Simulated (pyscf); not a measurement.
**HO–Nb(OH)(F)(F)–F, singlet**

Gas-phase minimum from PySCF at ωB97X-D3(BJ)/def2-SVP, one conformer. 

```
Nb
O 1 1.8563
H 2 0.9644 1 130.36
F 1 1.8625 2 114.19 3 -90.41
F 1 1.8653 2 114.59 3 93.82
O 1 1.8702 2 97.43 3 2.20
H 6 0.9594 1 159.16 2 161.68
F 1 1.8739 2 95.66 3 -178.73
```

Properties at ωB97X-D3(BJ)/def2-SVP:

| Quantity | Value |
|---|---|
| Harmonic wavenumbers, unscaled | 50, 82, 189, 210, 243, 276, 283, 302, 395, 447, 473, 640, 721, 725, 778, 797, 3925, 3995 cm⁻¹ |
| Zero-point energy | 20.8 kcal/mol |
| Rotational symmetry number | 1 |
| Entropy of this conformer at 298 K and 1 atm, rigid rotor and harmonic oscillator, modes under 100 cm⁻¹ raised to 100 | 378.6 J/(mol K) |
| Dipole moment | 4.69 D |

Single-point totals, which compare only within one level:

```csv
level,total energy (hartree)
ωB97X-D3(BJ)/def2-TZVP,-508.71268
PBE/def2-TZVP,-508.26249
r²SCAN/def2-TZVP,-508.51616
B3LYP-D3(BJ)/def2-TZVP,-508.69428
PBE0-D3(BJ)/def2-TZVP,-508.20437
M06-2X/def2-TZVP,-508.37543
ωB97M-D3(BJ)/def2-TZVP,-508.68986
```

Soft torsions are taken as harmonic, which can shift the entropy by several J/(mol K). Elements past Kr carry the def2 core potentials, without spin-orbit coupling.
